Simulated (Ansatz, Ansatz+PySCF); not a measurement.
```xyz
2

Ni    0.0000    0.0000    0.0000
Ni    0.0000    0.0000    2.2000
```

Basis set: def2-SVP (spherical functions). Charge 0, multiplicity 1.

Computed with Ansatz (development build ahead of 0.2.0); each method stands on the lowest determinant of its kind that the runs found.

Question: Give the atomization energy at this shape (free ground-state atoms in the same class of orbitals less the molecule, no zero-point energy) of singlet Ni2 by PBE0 (unrestricted), UHF.

Answer:

```csv
method,atomization energy
PBE0 (unrestricted),1.38 eV
UHF,-1.90 eV
```

Caution: another spin multiplicity may lie lower; the unrestricted determinant is a mixture of spin states. Caution for UHF: the molecule lies well above its atoms at this level.
